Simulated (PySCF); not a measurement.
Ionisation energy of Ta⁷⁰⁺ by level of theory

Ta⁷⁰⁺ [He] 2s1 [2s1/2^1, M_J = 1/2] → Ta⁷¹⁺ 1s2, as a difference of total energies. Computed with PySCF 2.14 in an uncontracted even-tempered set (16 s from 57 bohr⁻², ratio 2.4; 13 p from 74 bohr⁻², ratio 2.4; 5 d from 230 bohr⁻², ratio 2.6; 4 f from 340 bohr⁻², ratio 2.6), with the two-component X2C-1e Hamiltonian. Correlated levels: nothing frozen; the 28 highest virtual spinors dropped. "Screened" scales the spin-orbit matrix elements by Boettger's factors to mimic the two-electron term; Breit and QED terms are absent.

```
                    method  ionisation energy (eV)
 GHF (screened spin-orbit)                 19113.5
GMP2 (screened spin-orbit)                 19113.7
```

For this ion Breit and QED terms and the two-electron picture change, all absent here, outweigh the correlation shift from GHF to GMP2.

For comparison: 19088.51 ± 0.19 eV (theoretical estimate listed by NIST; NIST Atomic Spectra Database, ionization energies).
